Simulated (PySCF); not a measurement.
# The electron affinity along group 11

Calculated with PySCF 2.14 from differences of total energies of unrestricted determinants, without spin-orbit coupling. Values in eV. The last column holds reference values (measured affinities from photodetachment; the arrow runs from anion to atom). Unmarked ones compare directly (S terms, centres of terms, or small fine structure); those marked * lie between the lowest fine-structure levels and include a spin-orbit shift.

```csv
element,configurations,PBE,PBE0,r2SCAN,SCS-MP2 (valence),CCSD (valence),CCSD(T) (valence),reference
"Cu (aug-cc-pwCVDZ-PP with ECP10MDF, ECP)",[Ar] 3d10 4s2 → [Ar] 3d10 4s1,1.346,1.065,1.236,0.869,0.975,1.129,1.236
"Ag (aug-cc-pwCVDZ-PP with ECP28MDF, ECP)",[Kr] 4d10 5s2 → [Kr] 4d10 5s1,1.396,1.150,1.273,1.040,1.073,1.176,1.304
"Au (aug-cc-pwCVDZ-PP with ECP60MDF, ECP)",[Xe] 4f14 5d10 6s2 → [Xe] 4f14 5d10 6s1,2.294,2.002,2.200,2.053,1.962,2.096,2.309
```

```tsv
method	elements	mean error (eV)	mean absolute error (eV)	largest error (eV)
PBE	3	0.062	0.072	0.110
PBE0	3	-0.210	0.210	-0.307
r2SCAN	3	-0.047	0.047	-0.109
SCS-MP2 (valence)	3	-0.296	0.296	-0.367
CCSD (valence)	3	-0.280	0.280	-0.347
CCSD(T) (valence)	3	-0.150	0.150	-0.212
```

The highest occupied level of the anion is positive for Cu⁻ at PBE, PBE0, r2SCAN; Ag⁻ at PBE, PBE0, r2SCAN; Au⁻ at PBE, r2SCAN, so there the basis helps to hold the electron.

Errors include the incompleteness of the basis and the frozen core.

"Valence" correlates the outer s and p shells and, in groups 3 to 12 and the f block, the outer d or f shell, open or full, or the next shell where the ion has no valence electron left; the wider scheme adds the next inner shell.
